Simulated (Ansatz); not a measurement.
`Cl[CH]([GeH3])Br` + `O[SiH3]` → `[SiH3][O][GeH3]` + `ClCBr` at 500 K and 1 bar (ligand exchange at a Ge–C bond).

Gas-phase electronic energies from Ansatz, PBE0-D4/def2-TZVP geometries. CCSD(T)/CBS is the MP2 limit (def2-TZVPP, def2-QZVPP) plus CCSD(T) − MP2 in def2-TZVPP, frozen cores. For Br, Ge outer-core shells are correlated without core-valence functions, which leaves a few kJ/mol of doubt a bond. Scalar relativity is left out up to krypton.

```
           species  CCSD(T)/CBS energy (Eh)  H − E (kJ/mol)  S (J/(mol·K))
`Cl[CH]([GeH3])Br`              -5149.64977           151.0          408.5
         `O[SiH3]`               -366.69042           127.5          292.9
 `[SiH3][O][GeH3]`              -2444.01593           179.6          400.6
           `ClCBr`              -3072.34323           100.3          318.2
```

H − E and S are ideal-gas, rigid-rotor, harmonic terms from PBE0-D4/def2-TZVP, for one conformer and one mirror image of each species. 1 Eh = 2625.50 kJ/mol, R = 8.31446 J/(mol·K).

Question: By hand: ΔE, ΔH, ΔS and ΔG.

Answer: ΔE = (-2444.01593) + (-3072.34323) − (-5149.64977) − (-366.69042) = -0.01897 Eh = -49.8 kJ/mol. Δ(H − E) = 179.6 + 100.3 − 151.0 − 127.5 = 1.4, so ΔH = -48.4 kJ/mol. ΔS = 400.6 + 318.2 − 408.5 − 292.9 = 17.4 J/(mol·K). ΔG = -48.4 − 500 × (17.4)/1000 = -57.1 kJ/mol.

Question: By hand: the equilibrium constant, and the temperature at which ΔG would vanish if ΔH and ΔS stayed fixed.

Answer: log₁₀ K = −ΔG/(RT ln 10) = 6.0. ΔH and −TΔS have one sign here, so there is no such temperature.

ΔH outweighs TΔS. A doubt of 5 kJ/mol in ΔE shifts log₁₀ K by 0.5 here. Other conformers and mirror images would add mixing entropy, several J/(mol·K) or more a flexible species. Modes under 60 cm⁻¹, often nearly free rotors, make the harmonic entropy too high. These are equilibria of isolated gas molecules and say nothing of rates. Largest T1 diagnostic: 0.012 (customary marks: 0.02 for closed shells, 0.045 for open ones).
